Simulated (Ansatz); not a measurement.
Bond stretch in GeNa (anion, charge -1), lowest triplet found (which spin is the ground state isn't settled by this scan).

Calculation: unrestricted BLYP/aug-cc-pVDZ (Ansatz, a first-principles code).

The batch members p0 to p11 hold the bond at 2.08, 2.23, 2.36, 2.47, 2.61, 2.71, 2.79, 2.87, 2.95, 3.09, 3.26, 3.41 Å.

Ansatz input:

Ansatz 0.2 input:
```yaml
# input.yaml
basis:
  gaussian: { orbitals: aug-cc-pvdz }
hamiltonian:
  xc: blyp
batch:
  members: [p0.yaml, p1.yaml, p2.yaml, p3.yaml, p4.yaml, p5.yaml, p6.yaml, p7.yaml, p8.yaml, p9.yaml, p10.yaml, p11.yaml]

# p6.yaml, one of the 12 members of this batch
crystal:
  periodic: [false, false, false]
  atoms:
    - { symbol: Ge, position_ang: [0.0, 0.0, 0.0] }
    - { symbol: Na, position_ang: [0.0, 0.0, 2.79] }
total_charge: -1
magnetization:
  spin_polarized: true
  initial_magnetization: 2
```

Lines of the output on each member:

```
Member 1: Total energy: -60933.93944180 eV, -2239.2809719784 hartree
Member 3: Total energy: -60934.55593094 eV, -2239.3036275365 hartree
Member 7: Total energy: -60934.83392137 eV, -2239.3138434965 hartree
Member 5: Total energy: -60934.78949490 eV, -2239.3122108537 hartree
Member 6: Total energy: -60934.81951824 eV, -2239.3133141912 hartree
Member 2: Total energy: -60934.33785468 eV, -2239.2956133817 hartree
Member 4: Total energy: -60934.72327489 eV, -2239.3097773135 hartree
Member 0: Total energy: -60933.20951699 eV, -2239.2541477366 hartree
Member 9: Total energy: -60934.81828178 eV, -2239.3132687522 hartree
Member 8: Total energy: -60934.83608569 eV, -2239.3139230336 hartree
Member 11: Total energy: -60934.72078849 eV, -2239.3096859398 hartree
Member 10: Total energy: -60934.77272614 eV, -2239.3115946131 hartree
```

The unrestricted determinant behind UKS-BLYP is spin-contaminated at 2.08 to 9.70 Å (<S²> up to 2.6, against 2.00 for a pure triplet). Where the anion isn't bound against loss of the electron, the finite basis alone holds it.
